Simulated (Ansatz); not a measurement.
Computed with Ansatz on PBE0-D4/def2-TZVP structures; ΔE is electronic, products minus reactants. CCSD(T)/CBS adds triple-zeta CCSD(T) − MP2 to the extrapolated MP2 energy (def2 sets, frozen cores). DFT in def2-TZVPP. HSE06 is defined as in plane-wave codes.

Reaction (isomerisation): `C=[C]1[CH2][AlH]1` → `[CH3][Al]1[CH]=[CH]1`

`C=[C]1[CH2][AlH]1`:

Z-matrix (Å, degrees):
```
C
C 1 1.540
Al 1 1.925 2 64.5
H 1 1.096 2 112.3 3 -103.3
H 1 1.090 2 118.0 3 126.7
C 2 1.326 1 129.5 3 -158.8
H 3 1.575 1 155.3 2 179.2
H 6 1.091 2 122.0 1 -8.1
H 6 1.086 2 121.6 1 172.2
```

`[CH3][Al]1[CH]=[CH]1`:

```xyz
9

C     0.316   -0.250    1.863
Al   -0.015    0.010   -0.029
C    -0.636   -0.360   -1.737
C     0.041    0.829   -1.693
H    -0.487   -0.823    2.332
H     1.247   -0.806    2.007
H     0.414    0.704    2.385
H    -1.104   -0.818   -2.608
H     0.223    1.514   -2.520
```

Question: Is it downhill or uphill in electronic energy at CCSD(T)/CBS, and by how much? (Best estimate.)

Answer: Ansatz gave: Downhill: ΔE = -21.2 kcal/mol.

Question: What do these levels give: LDA (SPW92), BHLYP-D4, ωB97X-V, ωB97M-V, BLYP, HSE06, RPA@PBE/def2-TZVPP, MP2/def2-SVP, CCSD/def2-TZVPP, HF/def2-QZVPP, HF/CBS(def2), MP2/CBS(def2)? (Best estimate.)

Answer: The calculation gave: LDA (SPW92) -16.9, BHLYP-D4 -21.3, ωB97X-V -21.3, ωB97M-V -21.7, BLYP -18.7, HSE06 -20.3, RPA@PBE/def2-TZVPP -20.3, MP2/def2-SVP -21.2, CCSD/def2-TZVPP -21.5, HF/def2-QZVPP -23.8, HF/CBS(def2) -23.8, MP2/CBS(def2) -21.7 kcal/mol.

Largest T1 diagnostic among the species: 0.012.

In def2-TZVPP, CCSD(T) changes the Hartree–Fock value by +2.7 kcal/mol (the triples alone add +0.4 kcal/mol) and MP2 by +2.2 kcal/mol. From PBE to PBE0 (25 % exact exchange), in def2-TZVPP and without D4, ΔE moves by −1.8 kcal/mol.
